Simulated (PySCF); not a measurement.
From a raw peak list to a structure

Formula C7H10. The spectrum was simulated from the full spin Hamiltonian at 600 MHz with 0.8 Hz Lorentzian lines, from shifts rounded to 0.01 ppm and J to 0.1 Hz, couplings under 1 Hz left out.

Maxima in ppm (height), grouped by integral:
1H: 6.429 (16), 6.427 (26), 6.426 (16), 6.408 (17), 6.406 (28), 6.404 (17), 6.397 (18), 6.395 (29), 6.393 (18), 6.375 (18), 6.374 (30), 6.372 (19)
1H: 6.306 (11), 6.292 (33), 6.279 (35), 6.277 (21), 6.264 (49), 6.251 (49), 6.237 (17)
1H: 6.150 (7), 6.148 (12), 6.146 (21), 6.145 (29), 6.143 (30), 6.141 (28), 6.139 (20), 6.137 (11), 6.135 (6), 6.122 (4), 6.120 (7), 6.118 (14), 6.116 (19), 6.115 (20), 6.113 (19), 6.111 (14), 6.109 (8), 6.107 (4)
1H: 5.728 (57), 5.724 (59), 5.695 (52), 5.692 (53)
1H: 5.464 (18), 5.462 (30), 5.460 (31), 5.459 (29), 5.457 (18), 5.443 (17), 5.441 (28), 5.439 (30), 5.438 (28), 5.436 (17)
2H: 5.205 (22), 5.202 (42), 5.201 (52), 5.200 (55), 5.198 (46), 5.196 (25), 5.164 (26), 5.162 (49), 5.161 (60), 5.159 (57), 5.157 (44), 5.156 (23)
3H: 1.880 (54), 1.879 (97), 1.877 (100), 1.875 (98), 1.873 (55), 1.867 (55), 1.865 (97), 1.863 (99), 1.861 (97), 1.860 (54)

13C{1H} NMR (computed): δ 154.8 (C), 148.3 (CH), 141.0 (CH), 139.7 (CH), 127.2 (CH2), 127.0 (CH2), 21.1 (CH3).

[PySCF: NMR shieldings at CAM-B3LYP/pcSseg-1/GIAO; B3LYP/pcJ-1 coupling constants (without the spin–dipole term); structure optimised with PBE0-D3(BJ)/def2-SVP; non-relativistic Hamiltonian; no solvent model; a single conformation; averaged over atoms made equivalent by symmetry, fast rotation or ring inversion]

δ = σ(ref) − σ, references computed at the same level: 1H and 13C against TMS.

Question: Analyse the multiplets.

Answer: 1H NMR (600 MHz, computed): δ 6.40 (ddt, J = 19.4, 12.8, 1.1 Hz, 1H), 6.27 (m, 1H), 6.13 (m, 1H), 5.71 (dd, J = 19.4, 2.0 Hz, 1H), 5.45 (dtd, J = 12.8, 1.7, 1.0 Hz, 1H), 5.20 (sept, J = 1.3 Hz, 1H), 5.16 (d of sext, J = 1.9, 1.1 Hz, 1H), 1.87 (m, 3H). These are first-order names from the parameters used; overlap and second-order distortion can hide them in the list.

Question: What is the compound?

Answer: `C=C(C=C)/C=C/C`.

Mapped SMILES: `[CH2:1]=[CH:2][C:3](=[CH2:4])/[CH:5]=[CH:6]/[CH3:7]` (H(Xn): hydrogen on atom n). Ha(C4) is cis to C2; Ha(C1) is cis to C3; Hb(C4) is trans to C2; Hb(C1) is trans to C3.

- δ 6.40: H(C2), hydrogen on an alkene CH, coupled to Ha(C1) (19.4 Hz), Hb(C1) (12.8 Hz), Ha(C4) and H(C5) (1.1 Hz).
- δ 6.27: H(C6), hydrogen on an alkene CH, coupled to H(C5) (16.9 Hz), H(C7) (8.1 Hz).
- δ 6.13: H(C5), hydrogen on an alkene CH, coupled to H(C6) (16.9 Hz), H(C7) (2.4 Hz), Hb(C4) and H(C2) (1.1 Hz).
- δ 5.71: Ha(C1), hydrogen on a terminal =CH2 carbon, coupled to H(C2) (19.4 Hz), Hb(C1) (2.0 Hz).
- δ 5.45: Hb(C1), hydrogen on a terminal =CH2 carbon, coupled to H(C2) (12.8 Hz), Ha(C1) and Hb(C4) (1.7 Hz), Ha(C4) (1.0 Hz).
- δ 5.20: Hb(C4), hydrogen on a terminal =CH2 carbon, coupled to Ha(C4) and Hb(C1) and H(C5) and H(C7) (1.3 Hz).
- δ 5.16: Ha(C4), hydrogen on a terminal =CH2 carbon, coupled to Hb(C4) (1.9 Hz), H(C2) and H(C7) and Hb(C1) (1.1 Hz).
- δ 1.87: H(C7), hydrogen on an allylic methyl carbon, coupled to H(C6) (8.1 Hz), H(C5) (2.4 Hz), Hb(C4) and Ha(C4) (1.1 Hz).

The shifts were computed for this structure.

Multiplet labels drop couplings under 1 Hz and merge nearly equal ones. Unscaled 3J(H,H) at this level run about 10 % above measured values. Shifts are as computed, not scaled to solution data. Of 1211 compounds with measured shifts, 218 miss one by over three times the rms of a fit or turn the order of signals round; such compounds aren't used in these exercises.
